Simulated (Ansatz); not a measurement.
Problem. Name a neutral molecule of C, F and H with HOMO–LUMO gap (ωB97M-V/def2-TZVPP) between 14.75 and 15.05 eV and LUMO energy (B3LYP/def2-TZVPP) between 0.80 and 1.10 eV (Ansatz, PBE0-D4/def2-TZVP geometry).

Solution. `FCCF` (14.86 eV, 1.04 eV); `FCC(CF)C(F)F` (14.86 eV, 0.92 eV); `CC(F)(F)CC(F)F` (14.88 eV, 0.92 eV). Other molecules can fit too; these were computed, each in one conformer that needn't be the lowest.

B3LYP here is the variant with VWN-RPA as its local correlation; programs differ in this.
